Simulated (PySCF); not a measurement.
ClTl, triplet, geometry from GFN2-xTB (such geometries of metal compounds can be far from the true shape) (a higher spin typed on purpose: for a closed-shell molecule this is an excited state) (core potentials on Tl); PW6B95/def2-TZVP (PySCF).

Input for PySCF:
```python
from pyscf import gto, scf, dft

mol = gto.M(
    atom='''
Tl   -0.00000000   -0.00000000   -0.52953298
Cl    0.00000000    0.00000000    2.52306893
''',
    basis='def2-tzvp',
    ecp={'Tl': 'def2-tzvp'},
    spin=2,
    verbose=4,
)

mf = dft.UKS(mol)
mf.xc = 'pw6b95'
mf.kernel()
mf.analyze()
```

The log (banner, timings and long lists left out):

```
PySCF version 2.14.0

[INPUT] verbose = 4
[INPUT] num. atoms = 2
[INPUT] num. electrons = 38
[INPUT] charge = 0
[INPUT] spin (= nelec alpha-beta = 2S) = 2
[INPUT] symmetry False subgroup None
[INPUT] Mole.unit = angstrom
[INPUT] Symbol           X                Y                Z      unit          X                Y                Z       unit  Magmom
[INPUT]  1 Tl     0.000000000000   0.000000000000  -0.529532980000 AA    0.000000000000   0.000000000000  -1.000672306125 Bohr   0.0
[INPUT]  2 Cl     0.000000000000   0.000000000000   2.523068930000 AA    0.000000000000   0.000000000000   4.767909271099 Bohr   0.0

nuclear repulsion = 61.886963930531
number of shells = 29
number of NR pGTOs = 154
number of NR cGTOs = 87
basis = def2-tzvp
ecp = {'Tl': 'def2-tzvp'}

******** <class 'pyscf.dft.uks.UKS'> ********
method = UKS
initial guess = minao
damping factor = 0
level_shift factor = 0
DIIS = <class 'pyscf.scf.diis.CDIIS'>
diis_start_cycle = 1
diis_space = 8
diis_damp = 0
SCF conv_tol = 1e-09
SCF conv_tol_grad = None
SCF max_cycles = 50
direct_scf = True
direct_scf_tol = 1e-13
number electrons alpha = 20  beta = 18
XC library pyscf.dft.libxc version 7.1.2
    S. Lehtola, C. Steigemann, M. J. T. Oliveira, and M. A. L. Marques,  SoftwareX 7, 1–5 (2018)
XC functionals = pw6b95
    Y. Zhao and D. G. Truhlar,  J. Phys. Chem. A 109, 5656 (2005)
radial grids:
    Treutler-Ahlrichs [JCP 102, 346 (1995); DOI:10.1063/1.469408] (M4) radial grids

becke partition: Becke, JCP 88, 2547 (1988); DOI:10.1063/1.454033
pruning grids: <function nwchem_prune>
grids dens level: 3
symmetrized grids: False
atomic radii adjust function: <function treutler_atomic_radii_adjust>
small_rho_cutoff = 0
Set gradient conv threshold to 3.16228e-05
tot grids = 41808
init E= -602.814949664333

cycle= 1 E= -632.515758438882  delta_E= -29.7  |g|= 1.07  |ddm|= 6.49

cycle= 2 E= -631.973809605099  delta_E= 0.542  |g|= 1.52  |ddm|= 3.81

cycle= 3 E= -633.049731279933  delta_E= -1.08  |g|= 0.226  |ddm|= 2.17

cycle= 4 E= -633.078356012579  delta_E= -0.0286  |g|= 0.164  |ddm|= 0.355

cycle= 5 E= -633.081728264191  delta_E= -0.00337  |g|= 0.0654  |ddm|= 0.0891

cycle= 6 E= -633.082070213385  delta_E= -0.000342  |g|= 0.0484  |ddm|= 0.0319

cycle= 7 E= -633.082095637953  delta_E= -2.54e-05  |g|= 0.0398  |ddm|= 0.0049

cycle= 8 E= -633.082100439411  delta_E= -4.8e-06  |g|= 0.0814  |ddm|= 0.00426

cycle= 9 E= -633.082129937875  delta_E= -2.95e-05  |g|= 0.0797  |ddm|= 0.0138

cycle= 10 E= -633.082135281351  delta_E= -5.34e-06  |g|= 0.0618  |ddm|= 0.00161

cycle= 11 E= -633.082136939437  delta_E= -1.66e-06  |g|= 0.0667  |ddm|= 0.00103

cycle= 12 E= -633.08212744369  delta_E= 9.5e-06  |g|= 0.0562  |ddm|= 0.00631

cycle= 13 E= -633.082135497174  delta_E= -8.05e-06  |g|= 0.0432  |ddm|= 0.00611

cycle= 14 E= -633.082143731446  delta_E= -8.23e-06  |g|= 0.029  |ddm|= 0.00438

cycle= 15 E= -633.082143827005  delta_E= -9.56e-08  |g|= 0.03  |ddm|= 0.000686

cycle= 16 E= -633.082151548472  delta_E= -7.72e-06  |g|= 0.0312  |ddm|= 0.00566

cycle= 17 E= -633.082152542789  delta_E= -9.94e-07  |g|= 0.037  |ddm|= 0.00283

cycle= 18 E= -633.08215329718  delta_E= -7.54e-07  |g|= 0.0201  |ddm|= 0.00709

cycle= 19 E= -633.082175686293  delta_E= -2.24e-05  |g|= 0.0758  |ddm|= 0.00719

cycle= 20 E= -633.082186619028  delta_E= -1.09e-05  |g|= 0.0704  |ddm|= 0.00608

cycle= 21 E= -633.082146712122  delta_E= 3.99e-05  |g|= 0.0517  |ddm|= 0.00991

cycle= 22 E= -633.082185253431  delta_E= -3.85e-05  |g|= 0.0548  |ddm|= 0.0152

cycle= 23 E= -633.082144349219  delta_E= 4.09e-05  |g|= 0.0464  |ddm|= 0.0147

cycle= 24 E= -633.082183884229  delta_E= -3.95e-05  |g|= 0.0312  |ddm|= 0.015

cycle= 25 E= -633.082195501258  delta_E= -1.16e-05  |g|= 0.0841  |ddm|= 0.00431

cycle= 26 E= -633.082191051404  delta_E= 4.45e-06  |g|= 0.0646  |ddm|= 0.00295

cycle= 27 E= -633.08219091687  delta_E= 1.35e-07  |g|= 0.0958  |ddm|= 0.00517

cycle= 28 E= -633.082197478108  delta_E= -6.56e-06  |g|= 0.108  |ddm|= 0.00147

cycle= 29 E= -633.082216621401  delta_E= -1.91e-05  |g|= 0.073  |ddm|= 0.00628

cycle= 30 E= -633.082219062347  delta_E= -2.44e-06  |g|= 0.0692  |ddm|= 0.000955

cycle= 31 E= -633.082225274539  delta_E= -6.21e-06  |g|= 0.118  |ddm|= 0.00558

cycle= 32 E= -633.082211643024  delta_E= 1.36e-05  |g|= 0.0845  |ddm|= 0.00537

cycle= 33 E= -633.082239756511  delta_E= -2.81e-05  |g|= 0.0917  |ddm|= 0.0116

cycle= 34 E= -633.082210639334  delta_E= 2.91e-05  |g|= 0.0829  |ddm|= 0.0136

cycle= 35 E= -633.082219201197  delta_E= -8.56e-06  |g|= 0.0891  |ddm|= 0.00701

cycle= 36 E= -633.082231567612  delta_E= -1.24e-05  |g|= 0.0911  |ddm|= 0.0023

cycle= 37 E= -633.082220267064  delta_E= 1.13e-05  |g|= 0.0721  |ddm|= 0.00731

cycle= 38 E= -633.082248811119  delta_E= -2.85e-05  |g|= 0.0605  |ddm|= 0.00345

cycle= 39 E= -633.082250481183  delta_E= -1.67e-06  |g|= 0.0744  |ddm|= 0.000915

cycle= 40 E= -633.082235836972  delta_E= 1.46e-05  |g|= 0.117  |ddm|= 0.00255

cycle= 41 E= -633.082249119938  delta_E= -1.33e-05  |g|= 0.0797  |ddm|= 0.00254

cycle= 42 E= -633.082239694333  delta_E= 9.43e-06  |g|= 0.113  |ddm|= 0.00276

cycle= 43 E= -633.082248780587  delta_E= -9.09e-06  |g|= 0.106  |ddm|= 0.00434

cycle= 44 E= -633.082240203006  delta_E= 8.58e-06  |g|= 0.0713  |ddm|= 0.00459

cycle= 45 E= -633.08226708136  delta_E= -2.69e-05  |g|= 0.108  |ddm|= 0.00467

cycle= 46 E= -633.082276449991  delta_E= -9.37e-06  |g|= 0.0631  |ddm|= 0.000943

cycle= 47 E= -633.082273778119  delta_E= 2.67e-06  |g|= 0.0986  |ddm|= 0.00201

cycle= 48 E= -633.082280900339  delta_E= -7.12e-06  |g|= 0.0749  |ddm|= 0.00173

cycle= 49 E= -633.082270455001  delta_E= 1.04e-05  |g|= 0.122  |ddm|= 0.0029

cycle= 50 E= -633.082273887568  delta_E= -3.43e-06  |g|= 0.096  |ddm|= 0.00454
SCF not converged.
SCF energy = -633.082273887568 after 50 cycles  <S^2> = 2.0040911  2S+1 = 3.0027262
**** SCF Summaries ****
Total Energy =                        -633.082273887568135
Nuclear Repulsion Energy =              61.886963930530996
One-electron Energy =                -1060.296257449588211
Two-electron Energy =                  365.327019631489065
Two-electron Coulomb Energy =          408.927554167163237
DFT Exchange-Correlation Energy =      -43.600534535674171
**** MO energy ****
                             alpha | beta                alpha | beta
MO #1   energy= -102.004972334241  | -101.997221560656  occ= 1 | 1
MO #2   energy= -9.64137760263787  | -9.63519437494307  occ= 1 | 1
MO #3   energy= -7.38646773563014  | -7.36234666988316  occ= 1 | 1
MO #4   energy= -7.36418787352775  | -7.36014560947821  occ= 1 | 1
MO #5   energy= -7.363738816921    | -7.35968623494713  occ= 1 | 1
MO #6   energy= -5.04436522831318  | -5.04330661646947  occ= 1 | 1
MO #7   energy= -3.00924704703713  | -3.00952482458054  occ= 1 | 1
MO #8   energy= -3.00851284855616  | -3.00881213225878  occ= 1 | 1
MO #9   energy= -3.00092546059349  | -2.99843824742373  occ= 1 | 1
MO #10  energy= -0.900145611038425 | -0.844123906029864 occ= 1 | 1
MO #11  energy= -0.649084156503093 | -0.648483906198446 occ= 1 | 1
MO #12  energy= -0.648725666809272 | -0.648182167172118 occ= 1 | 1
MO #13  energy= -0.641051504822166 | -0.637174032907563 occ= 1 | 1
MO #14  energy= -0.640649755591711 | -0.636700161290569 occ= 1 | 1
MO #15  energy= -0.638134771854286 | -0.63371921731569  occ= 1 | 1
MO #16  energy= -0.449426336159016 | -0.40826290005639  occ= 1 | 1
MO #17  energy= -0.426573467553034 | -0.379321030919495 occ= 1 | 1
MO #18  energy= -0.396951928087445 | -0.339568733813768 occ= 1 | 1
MO #19  energy= -0.359467901511028 | -0.258146324352586 occ= 1 | 0
MO #20  energy= -0.117819309884666 | -0.0510281645071295 occ= 1 | 0
MO #21  energy= -0.0582818834747111 | -0.0336487894442884 occ= 0 | 0
MO #22  energy= -0.0387006425014324 | -0.0302002046272228 occ= 0 | 0
MO #23  energy= 0.0785780393393934 | 0.0895182712542822 occ= 0 | 0
MO #24  energy= 0.0812729471209641 | 0.0969582912129305 occ= 0 | 0
MO #25  energy= 0.0844934540497619 | 0.109906275893416  occ= 0 | 0
MO #26  energy= 0.163570816566221  | 0.17647102245227   occ= 0 | 0
MO #27  energy= 0.169530025970619  | 0.181972961662496  occ= 0 | 0
MO #28  energy= 0.171946429749513  | 0.183981106739082  occ= 0 | 0

spin_pop of  0 Tl 5s       -0.00005
spin_pop of  0 Tl 6s        0.00096
spin_pop of  0 Tl 7s       -0.00039
spin_pop of  0 Tl 8s        0.00012
spin_pop of  0 Tl 9s       -0.00006
spin_pop of  0 Tl 10s       -0.00019
spin_pop of  0 Tl 5px       0.00005
spin_pop of  0 Tl 5py       0.00018
spin_pop of  0 Tl 5pz      -0.00001
spin_pop of  0 Tl 6px       0.00579
spin_pop of  0 Tl 6py       0.02675
spin_pop of  0 Tl 6pz      -0.00029
spin_pop of  0 Tl 7px       0.00502
spin_pop of  0 Tl 7py       0.02275
spin_pop of  0 Tl 7pz       0.00005
spin_pop of  0 Tl 8px       0.16441
spin_pop of  0 Tl 8py       0.74516
spin_pop of  0 Tl 8pz      -0.00088
spin_pop of  0 Tl 9px       0.00217
spin_pop of  0 Tl 9py       0.01020
spin_pop of  0 Tl 9pz       0.00001
spin_pop of  0 Tl 5dxy     -0.00303
spin_pop of  0 Tl 5dyz     -0.00250
spin_pop of  0 Tl 5dz^2    -0.00656
spin_pop of  0 Tl 5dxz     -0.00645
spin_pop of  0 Tl 5dx2-y2   -0.00541
spin_pop of  0 Tl 6dxy     -0.00004
spin_pop of  0 Tl 6dyz     -0.00001
spin_pop of  0 Tl 6dz^2    -0.00007
spin_pop of  0 Tl 6dxz      0.00139
spin_pop of  0 Tl 6dx2-y2    0.00145
spin_pop of  0 Tl 7dxy      0.00279
spin_pop of  0 Tl 7dyz      0.00253
spin_pop of  0 Tl 7dz^2     0.00659
spin_pop of  0 Tl 7dxz      0.00498
spin_pop of  0 Tl 7dx2-y2    0.00429
spin_pop of  0 Tl 5f-3     -0.00000
spin_pop of  0 Tl 5f-2      0.00000
spin_pop of  0 Tl 5f-1      0.00000
spin_pop of  0 Tl 5f+0      0.00000
spin_pop of  0 Tl 5f+1     -0.00000
spin_pop of  0 Tl 5f+2      0.00000
spin_pop of  0 Tl 5f+3     -0.00000
spin_pop of  0 Tl 6f-3     -0.00000
spin_pop of  0 Tl 6f-2      0.00001
spin_pop of  0 Tl 6f-1     -0.00003
spin_pop of  0 Tl 6f+0     -0.00000
spin_pop of  0 Tl 6f+1     -0.00000
spin_pop of  0 Tl 6f+2      0.00000
spin_pop of  0 Tl 6f+3     -0.00000
spin_pop of  1 Cl 1s       -0.00000
spin_pop of  1 Cl 2s       -0.00000
spin_pop of  1 Cl 3s       -0.00106
spin_pop of  1 Cl 4s        0.00021
spin_pop of  1 Cl 5s       -0.00000
spin_pop of  1 Cl 2px       0.00000
spin_pop of  1 Cl 2py       0.00004
spin_pop of  1 Cl 2pz      -0.00000
spin_pop of  1 Cl 3px       0.01983
spin_pop of  1 Cl 3py       0.97754
spin_pop of  1 Cl 3pz       0.00084
spin_pop of  1 Cl 4px       0.00186
spin_pop of  1 Cl 4py       0.00951
spin_pop of  1 Cl 4pz       0.00014
spin_pop of  1 Cl 5px       0.00014
spin_pop of  1 Cl 5py       0.00062
spin_pop of  1 Cl 5pz       0.00000
spin_pop of  1 Cl 6px       0.00023
spin_pop of  1 Cl 6py       0.00119
spin_pop of  1 Cl 6pz      -0.00002
spin_pop of  1 Cl 3dxy      0.00005
spin_pop of  1 Cl 3dyz      0.00371
spin_pop of  1 Cl 3dz^2     0.00017
spin_pop of  1 Cl 3dxz      0.00072
spin_pop of  1 Cl 3dx2-y2    0.00069
spin_pop of  1 Cl 4dxy      0.00000
spin_pop of  1 Cl 4dyz      0.00111
spin_pop of  1 Cl 4dz^2     0.00002
spin_pop of  1 Cl 4dxz      0.00024
spin_pop of  1 Cl 4dx2-y2    0.00001
spin_pop of  1 Cl 4f-3      0.00013
spin_pop of  1 Cl 4f-2      0.00001
spin_pop of  1 Cl 4f-1      0.00015
spin_pop of  1 Cl 4f+0      0.00002
spin_pop of  1 Cl 4f+1      0.00002
spin_pop of  1 Cl 4f+2      0.00008
spin_pop of  1 Cl 4f+3      0.00013
In total            20.00000 | 18.00000
Dipole moment(X, Y, Z, Debye):  0.00004, -0.00000,  0.98176
```

The run did not converge; its last values are not results.
